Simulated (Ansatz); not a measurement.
Ansatz (a quantum-chemistry and plane-wave program) input:

Ansatz 0.2 input:
```yaml
crystal:
  periodic: [false, false, false]
  atoms:
    - {symbol: Li, position_ang: [-0.00000000, -0.00000000, -1.86756739]}
    - {symbol: C, position_ang: [0.00000000, 0.00000000, 1.06166983]}
    - {symbol: N, position_ang: [-0.00000000, -0.00000000, -0.10961669]}
basis:
  gaussian:
    orbitals: def2-TZVP
hamiltonian:
  xc: b3lyp
  dispersion: d3bj
phonons: {temperatures: {t_min: 298.15, t_max: 298.15, t_step: 100}}
```

Task: Predict the final energy.

Result: -100.42779 Eh (B3LYP-D3(BJ)/def2-TZVP). The basis has 76 functions.
